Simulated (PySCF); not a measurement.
C3H6OSi, SMILES C1[SiH2]COC=1.

Geometry optimised at PBE0-D3(BJ)/def2-SVP. The structure was generated by enumeration, and PubChem lists no compound with its InChIKey, so it may never have been made. Other conformers were not sampled.

These are PBE0-D3(BJ)/def2-SVP (PySCF 2.14.0) values and carry that method's errors.

Frequencies are harmonic and unscaled.

Computed harmonic wavenumbers and intensities:
```
mode  ν (cm⁻¹)  IR (km/mol)  Raman (Å⁴/amu)  depolarisation  moving atoms (share of kinetic energy)
----  --------  -----------  --------------  --------------  --------------------------------------
1          124          1.7             0.0               –                  H 41 %, C 32 %, O 21 %
2          391         12.7             5.5            0.75                  H 47 %, C 40 %, O 13 %
3          489         11.5             6.9            0.39                 Si 46 %, C 27 %, O 21 %
4          502         15.3             4.1            0.75                                  H 91 %
5          650          2.7             7.5            0.67                 C 54 %, Si 23 %, H 17 %
6          652         19.9            10.8            0.75                          H 75 %, C 15 %
7          732         38.5            10.7            0.34         H 43 %, C 37 %, Si 10 %, O 10 %
8          755         53.7             0.1            0.75                          H 80 %, C 17 %
9          762          9.4            13.3            0.23                 H 49 %, C 41 %, Si 10 %
10         818         26.1             4.2            0.75                          H 68 %, C 25 %
11         882         37.4             0.7            0.66         C 41 %, H 35 %, O 13 %, Si 11 %
12         954         41.2             6.3            0.30                  C 47 %, O 34 %, H 19 %
13         983          0.9             1.3            0.75                          H 72 %, C 28 %
14         985        129.3            17.9            0.70                                  H 96 %
15        1058         43.3            10.3            0.45                  H 61 %, C 21 %, O 17 %
16        1209         72.6             1.0            0.75                          H 54 %, C 39 %
17        1221          4.4             5.0            0.75                                  H 91 %
18        1306         46.3             4.1            0.72                  H 66 %, O 24 %, C 10 %
19        1351         12.1             2.5            0.45                          H 51 %, C 43 %
20        1449          8.1            11.1            0.74                           H 89 %, C 8 %
21        1652        202.5            17.8            0.06                           C 87 %, H 9 %
22        2210        139.1            99.3            0.75                                  H 96 %
23        2219        127.6           220.3            0.10                                  H 98 %
24        3084         14.4           134.2            0.12                                  H 95 %
25        3143          6.0            97.0            0.75                          H 90 %, C 10 %
26        3203          8.7           153.1            0.37                           H 92 %, C 8 %
27        3263          1.6           128.2            0.25                           H 91 %, C 9 %
```
